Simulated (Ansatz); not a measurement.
Frontier orbitals of CH5InS, SMILES `[CH3][InH][SH]`.

```tsv
atom	x (Å)	y (Å)	z (Å)
C1	-0.8039	-0.2704	0.9566
In2	0.4381	-0.5812	-0.7618
S3	1.5741	1.3465	-1.6269
H4	-0.3094	-0.6787	1.8402
H5	-0.9799	0.7936	1.1116
H6	-1.7596	-0.7816	0.8334
H7	0.7749	-2.0147	-1.6427
H8	1.0657	2.1865	-0.7104
```

The species carries charge 0 and has multiplicity 1. Correlated methods include outer-core shells of In, which these sets cover unevenly. In takes the def2 core potential. Geometry: relaxed with PBE0-D4/def2-TZVP. It is one conformer, not always the lowest. Basis def2-TZVPP, Ansatz 0.2.0.

```tsv
functional	HOMO (eV)	LUMO (eV)	gap (eV)
PBE	-6.08	-2.02	4.06
B97M-V	-6.40	-2.01	4.39
PBE0	-7.23	-1.32	5.91
HSE06 (plane-wave form)	-6.83	-1.68	5.15
ωB97X-V	-9.56	0.42	9.98
ωB97M-V	-9.41	0.14	9.55
```

Against PBE, PBE0 changes HOMO and LUMO by −1.15 and +0.70 eV, ωB97M-V by −3.33 and +2.16 eV. A gap of 4.05 eV thus becomes 9.55 eV for the same molecule, so an orbital gap means little without its functional. A positive LUMO is unbound and depends on the basis.
